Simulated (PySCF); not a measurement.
GaH₂F, SMILES [F][GaH2]. Geometry optimised at B3LYP-D3(BJ)/def2-TZVP.

TDA-LC-ωPBE/def2-TZVPD (PySCF) puts the lowest singlet excitations at 6.08, 8.10, 8.13, 8.44, 8.67, 8.97 eV.

**Question.** What are the lowest excitation roots from PySCF 2.14.0 with ADC(2)/aug-cc-pVDZ? (An estimate is asked for; the answer gives what the named calculation found.)

**Answer.** 6.05, 7.87, 7.90, 8.67, 9.02, 9.62 eV. S1 differs by -0.03 eV (second minus first; roots are paired by order, and the bases may differ).
